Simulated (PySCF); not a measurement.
# Spin-rotation constants: SMILES C=C(C)C=C=CC, C$_{7}$H$_{10}$

Molfile (atoms numbered from 1):
```
C7H10
     RDKit          3D

 17 16  0  0  0  0  0  0  0  0999 V2000
   -2.5503   -0.9807   -1.0348 C   0  0  0  0  0  0  0  0  0  0  0  0
   -1.5284   -0.4218   -0.3906 C   0  0  0  0  0  0  0  0  0  0  0  0
   -1.6113    0.9460    0.2163 C   0  0  0  0  0  0  0  0  0  0  0  0
   -0.2586   -1.1249   -0.2468 C   0  0  0  0  0  0  0  0  0  0  0  0
    0.7912   -0.6302    0.3517 C   0  0  0  0  0  0  0  0  0  0  0  0
    1.8349   -0.1209    0.9262 C   0  0  0  0  0  0  0  0  0  0  0  0
    2.8905    0.6744    0.2152 C   0  0  0  0  0  0  0  0  0  0  0  0
   -3.4912   -0.4712   -1.1545 H   0  0  0  0  0  0  0  0  0  0  0  0
   -2.4828   -1.9656   -1.4661 H   0  0  0  0  0  0  0  0  0  0  0  0
   -0.8649    1.6012   -0.2310 H   0  0  0  0  0  0  0  0  0  0  0  0
   -2.5974    1.3779    0.0681 H   0  0  0  0  0  0  0  0  0  0  0  0
   -1.4031    0.8922    1.2840 H   0  0  0  0  0  0  0  0  0  0  0  0
   -0.2122   -2.1226   -0.6676 H   0  0  0  0  0  0  0  0  0  0  0  0
    1.9940   -0.2666    1.9888 H   0  0  0  0  0  0  0  0  0  0  0  0
    2.9768    1.6643    0.6622 H   0  0  0  0  0  0  0  0  0  0  0  0
    3.8565    0.1788    0.3082 H   0  0  0  0  0  0  0  0  0  0  0  0
    2.6494    0.7820   -0.8392 H   0  0  0  0  0  0  0  0  0  0  0  0
  1  2  2  0
  2  3  1  0
  2  4  1  0
  4  5  2  0
  5  6  2  0
  6  7  1  0
  1  8  1  0
  1  9  1  0
  3 10  1  0
  3 11  1  0
  3 12  1  0
  4 13  1  0
  6 14  1  0
  7 15  1  0
  7 16  1  0
  7 17  1  0
M  END
```

Level of theory: PySCF, GIAO B3LYP/pcSseg-1 magnetisability, rotational g tensor and spin-rotation constants, non-relativistic, gas phase. Geometry: GFN2-xTB.

**Question.** Give the nuclear spin-rotation constants along the inertial axes (H = +C I·J) beside the isotropic shieldings.

**Answer.** Rotational constants 6.5578, 1.2890, 1.1610 GHz. A star marks the isotopologue with that one atom substituted, in its own axes.
| atom | isotope | Caa (kHz) | Cbb (kHz) | Ccc (kHz) | mean (kHz) | σ (ppm) |
| --- | --- | --- | --- | --- | --- | --- |
| H8 | 1H | 0.119 | -0.042 | -0.135 | -0.019 | 26.8 |
| H9 | 1H | -0.618 | 0.104 | -0.136 | -0.217 | 26.8 |
| H10 | 1H | -0.338 | -0.111 | -0.056 | -0.169 | 29.9 |
| H11 | 1H | -0.077 | -0.075 | -0.137 | -0.096 | 30.1 |
| H12 | 1H | -0.587 | -0.126 | 0.002 | -0.237 | 29.9 |
| H13 | 1H | -0.605 | 0.112 | -0.130 | -0.208 | 25.8 |
| H14 | 1H | -0.512 | -0.137 | 0.067 | -0.194 | 26.2 |
| H15 | 1H | -0.617 | 0.019 | -0.128 | -0.242 | 29.9 |
| H16 | 1H | -0.103 | -0.081 | -0.128 | -0.104 | 29.9 |
| H17 | 1H | -0.557 | -0.151 | 0.013 | -0.232 | 30.1 |
| C1 | 13C* | 2.020 | 0.544 | 0.199 | 0.921 | 63.5 |
| C2 | 13C* | 2.583 | 0.662 | 0.165 | 1.137 | 32.5 |
| C3 | 13C* | 1.083 | 0.179 | 0.194 | 0.485 | 158.2 |
| C4 | 13C* | 1.813 | 0.500 | 0.202 | 0.838 | 78.8 |
| C5 | 13C* | 3.091 | 0.589 | 0.527 | 1.403 | -39.8 |
| C6 | 13C* | 1.645 | 0.197 | 0.460 | 0.767 | 86.3 |
| C7 | 13C* | 0.997 | 0.199 | 0.166 | 0.454 | 162.6 |

For the geometry as given, no vibrational averaging.

**Question.** How do the rotational constants and the g tensor change when H8, H9, H10, H11, H12, H13, H14, H15, H16, H17 are replaced by deuterium?

**Answer.** Constants 4.9346, 1.0840, 0.9712 GHz; g -0.0398, -0.0074, -0.0009, against -0.0530, -0.0088, -0.0011 before.
